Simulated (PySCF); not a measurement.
Structure from 2D NMR

Compound of formula C$_{6}$H$_{14}$O. Correlations simulated from computed shifts and couplings:

HSQC (one-bond C–H):
```tsv
δH	δC	$^{1}J$(C,H) (Hz)
3.28	57.2	141
1.20	18.1	133
1.16	28.4	133
```

COSY cross peaks (|J| ≥ 2 Hz):
```tsv
δH	δH	abs. J (Hz)	bonds
3.28	1.20	7.7	3
```

HMBC (two and three bonds, |J| ≥ 2.5 Hz):
```tsv
δH	δC [abs. J in Hz]
1.20	57.2 [3.5]
1.16	70.7 [3.2], 28.4 [4.5]
```

Carbons without hydrogens: δ 70.7.

[PySCF: structure optimised with PBE0-D3(BJ)/def2-SVP; J couplings at B3LYP/pcJ-1 (without the spin–dipole term); GIAO PBE0/pcSseg-1 shieldings; single conformer; isolated molecule; one averaged value for each set of equivalent atoms; non-relativistic]

References, each an isolated molecule treated in the same way: TMS for $^{1}$H and $^{13}$C.

Exchangeable hydrogens are left out of these lists, and C,H couplings along chains are those of one rotamer, so weak HMBC peaks may be missing or extra.

**Question.** Assemble the structure.

**Answer.** `InChI=1S/C6H14O/c1-5-7-6(2,3)4/h5H2,1-4H3`.

Numbering as in the mapped SMILES `[CH3:1][CH2:2][O:3][C:4]([CH3:5])([CH3:6])[CH3:7]`; H(Xn) means a hydrogen on atom n.

δC 70.7 is C4, a fully substituted sp3 carbon bonded to O. δC 57.2 is C2, an sp3 CH2 bonded to O (δH 3.28). δC 28.4 is C5/C6/C7, a methyl carbon (δH 1.16). δC 18.1 is C1, a methyl carbon (δH 1.20). HMBC from δH 1.16 reaches the proton-free carbon C4. COSY links 3.28–1.20.

This is the structure that produced the data.

Unscaled 3J(H,H) at this level run about 9 % above measured values. Shifts are as computed. Against solution values, carbons near 30 ppm lie about +2 ppm off and those near 130 ppm about +4 ppm. Of 246 compounds with measured shifts, 49 miss one by over three times the rms of a fit or turn the order of signals round; such compounds aren't used in these exercises.
